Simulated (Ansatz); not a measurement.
Start from `CN(C)B(F)S` and change one atom or group to get `CN(C)BF`.

Ansatz, PBE0-D4/def2-TZVP geometries, multiplicity 1. Each molecule was computed in one conformer, which needn't be the lowest.

| property | `CN(C)B(F)S` |
| --- | --- |
| HOMO–LUMO gap (PBE/def2-TZVPP) / eV | 5.40 |
| HOMO–LUMO gap (ωB97M-V/def2-TZVPP) / eV | 11.28 |
| HOMO energy (PBE/def2-TZVPP) / eV | -5.64 |
| HOMO–LUMO gap (PBE0/def2-TZVPP) / eV | 7.55 |
| HOMO energy (ωB97M-V/def2-TZVPP) / eV | -9.10 |
| size of the dipole moment (B3LYP/def2-TZVPP) / D | 1.84 |

Problem. Give the same properties after the change, and the shifts. (An estimate is asked.)

Solution. The calculation gave: 
```
                                        property  `CN(C)BF`  shift
             HOMO–LUMO gap (PBE/def2-TZVPP) / eV       5.88   0.48
         HOMO–LUMO gap (ωB97M-V/def2-TZVPP) / eV      12.00   0.72
               HOMO energy (PBE/def2-TZVPP) / eV      -6.02  -0.38
            HOMO–LUMO gap (PBE0/def2-TZVPP) / eV       8.11   0.56
           HOMO energy (ωB97M-V/def2-TZVPP) / eV      -9.62  -0.52
size of the dipole moment (B3LYP/def2-TZVPP) / D       2.37   0.53
```

With PBE0 the HOMO falls by 0.43 eV and the LUMO rises by 0.13 eV, so the gap widens by about 0.56 eV. PBE moves the HOMO by -0.38 eV and ωB97M-V by -0.52 eV. Dipoles are sizes alone; their direction can turn.

B3LYP here is the variant with VWN-RPA as its local correlation; programs differ in this.
